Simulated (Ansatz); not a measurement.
The cluster Zr3O5⁺. The state is a doublet with charge 1. Geometry PBE0-D4/def2-SVP, that of the neutral singlet; atoms count from 1.

Cartesian coordinates in Å:
```
Zr 1.1128 1.3572 -0.2638
Zr 0.2268 -1.6831 0.5157
Zr -1.8391 0.6098 0.2884
O -0.6568 1.9911 0.6718
O -1.4811 -0.8377 1.3970
O -0.2021 -2.7084 -0.8485
O 1.0895 1.7235 -1.9847
O 1.7500 -0.4525 0.2242
```

In the def2 sets Zr takes a core potential; there is no spin–orbit coupling. The structure comes from a short search, and lower isomers may exist.

Question: Estimate the Mulliken populations from the PBE0/def2-TZVP orbitals of Ansatz.

Answer: 
```
atom  charge (e)  spin (α − β)  d electrons
 Zr1        1.40          0.12         2.08
 Zr2        1.40          0.12         2.08
 Zr3        1.37          0.78         2.06
  O4       -0.67         -0.03            –
  O5       -0.67         -0.03            –
  O6       -0.54          0.00            –
  O7       -0.54          0.00            –
  O8       -0.76          0.02            –
```
Mulliken values depend strongly on the basis.

Question: Where does the spin sit?

Answer: Summed by element: Zr 1.03, O -0.03, of 1 unpaired in all. Largest on single atoms: Zr3 0.78, Zr2 0.12, Zr1 0.12.

Question: And the Mayer bond orders between heavy atoms (over 0.3)?

Answer: Zr1–O4 0.59 (2.10 Å); Zr1–O7 2.12 (1.76 Å); Zr1–O8 0.94 (1.98 Å); Zr2–O5 0.59 (2.10 Å); Zr2–O6 2.12 (1.76 Å); Zr2–O8 0.94 (1.98 Å); Zr3–O4 1.40 (1.86 Å); Zr3–O5 1.40 (1.86 Å).
